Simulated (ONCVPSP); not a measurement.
**Varying the ONCV potential for osmium**

Base potential:

osmium (Os), optimised norm-conserving Vanderbilt (ONCV), made with ONCVPSP 4.0.1 (PBEsol, scalar-relativistic). Core [Xe], reference 4f14 5d6 6s2. Waves: 6s: rc 2.55 bohr, ncon 4, nbas 8, qcut 2.6 1/bohr, 2 projectors, debl 0.6 Ha; p scattering state at 0.16 Ha: rc 2.20 bohr, ncon 5, nbas 10, qcut 3.2 1/bohr, 1 projector; 5d: rc 1.65 bohr, ncon 4, nbas 8, qcut 5.2 1/bohr, 2 projectors, debl 2.6 Ha; 4f: rc 0.95 bohr, ncon 4, nbas 9, qcut 16.8 1/bohr, local. Local part: the f channel. Core correction: Teter function, fcfact 2.5, rcfact 1.2.

Cutoffs, loose and tight: the cutoffs (Ha) at which the residual kinetic energy of the hardest occupied pseudo-wave falls to 1 and 0.1 mHa per electron. They do not see the model core or the augmentation charge, which bear on the density cutoff. Test errors are all-electron minus pseudo excitation energies from the reference, over the configurations 4f14 5d6 6s1; 4f14 5d6 6s0; 4f14 5d5 6s0; 4f13 5d7 6s1. A dash means not determined; rows that change the core or the reference have their own tests. The largest error is taken over the tests solved by every variant that gives reliable tests at all: 4f14 5d5 6s0; 4f14 5d6 6s0; 4f14 5d6 6s1.

A true bound ghost makes a file unfit for plane-wave use even where its test errors are small: the radial tests pick states by their node count and pass the ghost by.

| change | outcome | cutoff, loose | cutoff, tight | bound ghosts | GHOST(+) flags above zero | largest test error (meV) |
| --- | --- | --- | --- | --- | --- | --- |
| base | generated | 133 Ha | 265 Ha | s, p | d | -12 |
| f: rc 0.68 | generated | 780 Ha | 1136 Ha | s, p | s, d | -12 |
| f: rc 0.72 | generated | 682 Ha | 897 Ha | s, p | s, d | -12 |
| f: rc 0.92 | generated | 138 Ha | 378 Ha | s, p | d | -12 |
| f: rc 1.04 | generated | 123 Ha | 134 Ha | s, p | d | -12 |
| f: rc 1.12 | generated | 117 Ha | 127 Ha | s, p | d | -12 |
| f: rc 1.18 | generated | 112 Ha | 122 Ha | s, p | d | -12 |
| f: rc 1.32 | generated | 102 Ha | 113 Ha | s, p | d | -13 |
| f: rc 1.38 | generated | 98 Ha | 108 Ha | s, p | d | -13 |

Task: What comes out with this change to the base: f: rc 0.84?

Result: outcome: generated; cutoff, loose: 344 Ha; cutoff, tight: 511 Ha; bound ghosts: s, p; GHOST(+) flags above zero: d; largest test error (meV): -12.

Reading the sweep of the f radius (base included, trends over the rows without a ghost): Bound ghosts are found at 0.68, 0.72, 0.84, 0.92, 0.95, 1.04, 1.12, 1.18, 1.32, 1.38 bohr. Every judged row has one, so this setting neither creates nor removes them.
